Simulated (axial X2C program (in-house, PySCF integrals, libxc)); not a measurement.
Spectroscopic constants of Be₂⁺

Calculated with an in-house all-electron X2C program for linear molecules (integrals from PySCF). Spin-free means the one-electron spin-free X2C Hamiltonian; two-component (2c) means X2C with spin–orbit coupling and atomic mean-field two-electron Coulomb and Gaunt terms, so the difference of the two also holds small scalar two-electron terms. Basis: Be dyall-v3z [8s8p3d1f] (cores contracted in-house); Gaussian nuclei, density fitting, unrestricted open shells. Masses: Be 9.012 u.

The run was started with this input:
```json
{
 "zs": [
  4,
  4
 ],
 "q": 1,
 "bas": [
  "dyall-v3z",
  "dyall-v3z"
 ],
 "levels": [
  "PBE0",
  "HF",
  "LDA",
  "PW91"
 ],
 "cc": false,
 "r0": 2.04,
 "npts": 10,
 "nst": 2,
 "ntry": 6
}
```
```bash
python so2c.py task.json out
```

Keys: zs atomic numbers; q charge; bas basis sets; levels methods; cc coupled cluster on or off; r0 starting distance in Å; npts points on the curve; nst determinants followed; ntry starts of the search. HF also brings MP2.

State, spin-free: M_S = 1/2, Λ = 0 (beyond evenly filled blocks: σα); electrons by block: σα: 4, σβ: 3. Fragments: Be + Be+.

State, 2c: Ω = 1/2 (⟨Sz⟩ = 0.50, ⟨Lz⟩ = 0.00 at PBE0); electrons by block: 1/2: 4, -1/2: 3. Fragments: Be + Be+.

```
Hamiltonian  level  Re (Å)  ωe (cm⁻¹)  ωexe (cm⁻¹)  αe (cm⁻¹)  De (eV)  D0 (eV)  k (mdyn/Å)
         2c   PBE0   2.216      532.5         5.16     0.0108     2.35     2.31       0.753
         2c     HF   2.311      470.6         3.95    0.00985     1.93     1.90       0.588
         2c    LDA   2.191      547.7         5.41      0.011     2.53     2.50       0.796
         2c   PW91   2.202      539.3         5.42     0.0111     2.48     2.45       0.772
```

Spin-free values that have a 2c row agree with it to the digits that matter (0.001 Å, 0.01 eV) and are not repeated.

The state is a single determinant with fixed occupations, the lowest that a limited PBE0 search found. Dissociation energies refer to the lowest single-determinant-based atoms at the same level and basis. Density functionals use the spin component along the axis (collinear). The determinant is spin-polarised beyond a pure state at some levels (its spin-free form has ⟨S²⟩ too high), which makes Re and μ there less reliable.

No reliable constants came from MP2 (2c), MP2 (spin-free): no minimum in range, unconverged points, a curve that is not smooth, a change of character along it, or the two Hamiltonians disagreeing along it.

Rough cost a point (2c) on 1 thread(s) of a shared host, integrals apart: PBE0 0.29 s, HF 0.12 s, LDA 0.17 s, PW91 0.25 s.

The whole task took 31 s on 1 thread of Arm Neoverse N1, with other jobs on the host.
